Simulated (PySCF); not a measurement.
CH₅BrGe.
Atom-mapped SMILES: `[CH3:1][GeH2:2][Br:3]` (hydrogens: H4, H5, H6 on C1; H7, H8 on Ge2)

Computed, not measured: PBE0-D3(BJ)/def2-SVP geometry optimisation, gas phase (PySCF).

(1) Give the optimised bond lengths and angles.

Answers

(1) 
```tsv
bond	length (Å)
C1–Ge2	1.941
Ge2–Br3	2.318
C1–H4, C1–H5, C1–H6	1.099
Ge2–H7, Ge2–H8	1.538
```

Bonds in one row agree within 0.01 Å and their mean is given. A selection of angles:
```tsv
angle	degrees
Ge2–C1–H4	109.7
H4–C1–H5	109.0
C1–Ge2–Br3	107.4
C1–Ge2–H7	112.4
C1–Ge2–H8	112.8
Br3–Ge2–H7	106.5
H7–Ge2–H8	110.8
```

Ge2 (germanium bonded to Br, C and 2 H) is tetrahedral (angles from 106.4° to 112.8°).

Point group: Cs (every atom within 0.08 Å of its image). No PBE0-D3(BJ)/def2-SVP frequencies stand behind this structure, so it isn't proved a minimum.
